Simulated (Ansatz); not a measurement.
`[CH3][V](=[O])([OH])[F]` + CH₃OH → `C[O][V](=[O])([OH])[F]` + CH₄ at 400 K and 1 bar (ligand exchange at a V–C bond).

Program: Ansatz. Geometries: PBE0-D4/def2-TZVP. ΔE: electronic, gas phase. CCSD(T)/CBS is the MP2 limit (def2-TZVPP, def2-QZVPP) plus CCSD(T) − MP2 in def2-TZVPP, frozen cores. This one scheme is used for every species. For V outer-core shells are correlated without core-valence functions, which leaves a few kJ/mol of doubt a bond. Scalar relativity is left out up to krypton. Each species was taken in one conformer, which may not be the lowest.

```
                  species  CCSD(T)/CBS energy (Eh)  H − E (kJ/mol)  S (J/(mol·K))
`[CH3][V](=[O])([OH])[F]`              -1234.17043           177.5          379.3
                    CH₃OH               -115.61712           151.2          252.6
 `C[O][V](=[O])([OH])[F]`              -1309.38208           199.4          408.5
                      CH₄                -40.46206           131.3          197.2
```

H − E and S are ideal-gas, rigid-rotor, harmonic terms from PBE0-D4/def2-TZVP, for one conformer and one mirror image of each species. 1 Eh = 2625.50 kJ/mol, R = 8.31446 J/(mol·K).

By hand: ΔE, ΔH, ΔS and ΔG.

ΔE = (-1309.38208) + (-40.46206) − (-1234.17043) − (-115.61712) = -0.05659 Eh = -148.6 kJ/mol. Δ(H − E) = 199.4 + 131.3 − 177.5 − 151.2 = 2.0, so ΔH = -146.6 kJ/mol. ΔS = 408.5 + 197.2 − 379.3 − 252.6 = -26.2 J/(mol·K). ΔG = -146.6 − 400 × (-26.2)/1000 = -136.1 kJ/mol.

By hand: the equilibrium constant, and the temperature at which ΔG would vanish if ΔH and ΔS stayed fixed.

log₁₀ K = −ΔG/(RT ln 10) = 17.8. ΔG = 0 at ΔH/ΔS = 5595 K, far beyond where these terms or the molecules hold.

ΔH outweighs TΔS. A doubt of 5 kJ/mol in ΔE shifts log₁₀ K by 0.7 here. Other conformers and mirror images would add mixing entropy, several J/(mol·K) or more a flexible species. These are equilibria of isolated gas molecules and say nothing of rates. Largest T1 diagnostic: 0.031 (customary marks: 0.02 for closed shells, 0.045 for open ones).
